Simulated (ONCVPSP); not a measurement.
Ti: variants of one ONCV potential

Base potential:

```
Element                 : titanium
Generator               : ONCVPSP 4.0.1
Type                    : optimised norm-conserving Vanderbilt (ONCV)
Functional              : PBEsol
Relativity              : scalar-relativistic
Frozen core             : [Ar]
Valence charge          : 4
Reference configuration : 3d2 4s1.5 (charge +0.5)
Partial waves           : 4s: rc 2.55 bohr, ncon 4, nbas 9, qcut 2.1 1/bohr, 2 projectors, debl 3.1 Ha; p scattering state at 0.13 Ha: rc 2.20 bohr, ncon 4, nbas 8, qcut 4.1 1/bohr, local; 3d: rc 2.40 bohr, ncon 5, nbas 9, qcut 7.1 1/bohr, 2 projectors, debl 2.6 Ha
Local potential         : the p channel
Core correction         : polynomial model core, fcfact 0.45
```

Cutoffs, loose and tight: the cutoffs (Ha) at which the residual kinetic energy of the hardest occupied pseudo-wave falls to 1 and 0.1 mHa per electron. They do not see the model core or the augmentation charge, which bear on the density cutoff. Test errors are all-electron minus pseudo excitation energies from the reference, over the configurations 3d2 4s2; 3d2 4s1; 3d2 4s0; 3d2 4s0 4p2. A dash means not determined; rows that change the core or the reference have their own tests.

```csv
change,outcome,"cutoff, loose","cutoff, tight",bound ghosts,GHOST(+) flags above zero,largest test error (meV)
base,generated,19 Ha,22 Ha,none,s,+55
s: qcut 2.7,generated,19 Ha,22 Ha,none,s,+57
core correction none,generated,19 Ha,22 Ha,none,s,+94
"p: nproj 1; local potential polynomial inside 1.40 bohr (lpopt 5, dvloc0 4 Ha)",generated,19 Ha,22 Ha,none,s,+76
"core correction polynomial model core, fcfact 0.94",generated,19 Ha,22 Ha,none,s,+54
p: qcut 6.1,"failed: ERROR pspot: first pseudo wave function has node, program will stop",–,–,–,–,–
"s: ncon 3, nbas 8",generated,19 Ha,25 Ha,none,s,+54
functional PBE,generated,19 Ha,22 Ha,none,s,+57
```

Q: What comes out with this change to the base: core [Ne], valence charge 12; reference 3s2 3p6 3d2 4s1.75; waves now 3s+4s: rc 1.85 bohr, ncon 4, nbas 7, qcut 6.7 1/bohr, 2 projectors; 3p: rc 1.05 bohr, ncon 4, nbas 8, qcut 6.2 1/bohr, 2 projectors, debl 1.5 Ha; 3d: rc 1.40 bohr, ncon 4, nbas 8, qcut 13.6 1/bohr, local; local potential the d channel?

A: outcome: failed: test_data: rc < rc(lloc) for l = 1. Not allowed.. Cause: the input breaks a rule of the program: no channel may have a smaller radius than the local channel.

Q: What comes out with this change to the base: p: rc 2.06?

A: outcome: generated; cutoff, loose: 19 Ha; cutoff, tight: 22 Ha; bound ghosts: none; GHOST(+) flags above zero: s; largest test error (meV): +67.
